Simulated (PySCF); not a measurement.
Delta-SCF ions had no search for a lower state. Excitations are Tamm–Dancoff values on a coarser integration grid. The basis has no diffuse functions, so Rydberg states are missing or too high.

Z-matrix (Å, degrees):
```
Si
H 1 1.4821
Si 1 2.1544 2 116.28
H 3 1.4757 1 120.95 2 177.64
H 3 1.4791 4 112.56 1 -159.61
Si 1 2.3266 2 117.92 3 146.12
O 6 1.6500 1 102.76 2 -168.17
H 7 0.9613 6 118.30 1 -170.51
O 6 1.6503 7 113.58 8 67.47
H 9 0.9617 6 117.12 7 69.59
H 6 1.4783 7 110.82 8 -47.78
```
Charge 0, multiplicity 1.

Task: Predict the total energy, brightest of the four lowest singlets (TDA), HOMO–LUMO gap, S1 oscillator strength, S1 excitation (TDA), HOMO, vertical ionisation energy (Delta-SCF) and LUMO from PBE-D3(BJ)/def2-TZVP // B3LYP-D3(BJ)/def2-TZVP in PySCF.

Result: 
```
Quantity                                             Value
-------------------------------------------  -------------
total energy                                 -1022.0742 Ha
brightest of the four lowest singlets (TDA)        4.03 eV
HOMO–LUMO gap                                      2.42 eV
S1 oscillator strength                               0.251
S1 excitation (TDA)                                4.03 eV
HOMO                                              -5.25 eV
vertical ionisation energy (Delta-SCF)             7.84 eV
LUMO                                              -2.83 eV
```
